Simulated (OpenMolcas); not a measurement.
Hf I.

| Quantity | Value |
| --- | --- |
| Program | OpenMolcas |
| Method | CASSCF |
| Basis | ANO-RCC-VQZP [9s8p6d4f3g2h] |
| Scalar Hamiltonian | DKH2, point nucleus |
| Active space | 2 electrons in 5 orbitals (5d) |
| State averaging | 2S+1 = 3 even, 10 roots; 2S+1 = 1 even, 15 roots |
| Spin-orbit coupling | state interaction with AMFI integrals over the reference wave functions, term energies averaged over their components |

Levels without dynamic correlation, in cm-1 above 5d2 6s2 3F2:

```
      Level      E
5d2 6s2 3P0   9602
5d2 6s2 1G4  14263
5d2 6s2 1S0  30276
```

On this reference, SS-CASPT2, IPEA 0.25 Eh, imaginary shift 0.1 Eh (closed shells correlated: 5s 5p 6s) puts 5d2 6s2 3P0 at 7680 cm-1.

**Question.** Estimate the other levels at that method by one scale factor, and say how well it serves.

**Answer.** The factor is 7680 / 9602 = 0.800. Scaled values beside those that SS-CASPT2 gives and measured ones (NIST Handbook of Basic Atomic Spectroscopic Data):
```json
{"Level": "5d2 6s2 1G4", "Scaled": "11410", "SS-CASPT2": "11830", "Miss (%)": "-3.5", "Measured": "10533"}
{"Level": "5d2 6s2 1S0", "Scaled": "24221", "SS-CASPT2": "20550", "Miss (%)": "+17.9", "Measured": "20328"}
```
For these levels the scaled values miss SS-CASPT2 by up to 17.9 %, as correlation changes each term by its own factor, spin-orbit parts do not scale and CASPT2 has its own spread within terms. This holds within one configuration; levels of others move differently, and the target method has errors of its own against measurement.

CASPT2 breaks the degeneracy within a term, and the mean is taken; among the terms shown or strongly mixed into the levels shown the widest spread is 870 cm-1 (5d2 6s2 1G, SS-CASPT2). Over all roots computed the reference weight is 0.85 to 0.91 in SS-CASPT2; the roots of lowest weight are the least certain, and an intruder state may touch them. With the s shell closed, the reference lacks s² → p², s² → d² and s → d mixing, so excited terms can stand far too high and out of order, with CASPT2 too. Without dynamic correlation excited terms often stand tens of per cent too high (terms of higher spin than the ground term too low), and those without a measured partner can miss by more than the paired ones (holds for CASSCF). Some terms miss by over 15 % even with CASPT2, which points to a basis or an active space too small for the shells correlated (holds for SS-CASPT2). Computed and measured levels are paired by configuration, term and J; levels that our copy of the source lacks, or whose pairing is in doubt (as where it misses far off the trend of its configuration), stay unpaired and out of the deviations. Only configurations of the active space appear.
